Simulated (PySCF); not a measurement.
Ga(Me)2(NH3) (C2H9GaN), SMILES [Ga]([CH3])(<-[NH3])[CH3] (connectivity only; charge and spin as stated), neutral, multiplicity 2.

Geometry: r2SCAN-D4/def2-SVP. The multiplicity is an assumed one; no other spin state was optimised. The isomer is the one that the SMILES or the coordinates give; other isomers of the formula were not compared.

Level of theory: PBE/def2-TZVP in PySCF.

Gas-phase values at a fixed geometry.

```yaml
total_energy: -2060.78858 hartree
point_group: Cs
"α spin, highest occupied and lowest empty level": -3.08 and -0.83 eV
"β spin, highest occupied and lowest empty level": -5.57 and -1.88 eV
dipole_moment: 4.44 D
quadrupole, principal values (traceless, Buckingham form, about the centre of nuclear charge): -6.71, -5.93, 12.64 D·Å
mean_static_polarisability: 81.9 bohr³ (12.13 Å³)
polarisability_principal_values: 72.7, 83.2, 89.7 bohr³
"⟨S²⟩": 0.751 (pure state 0.75)
```
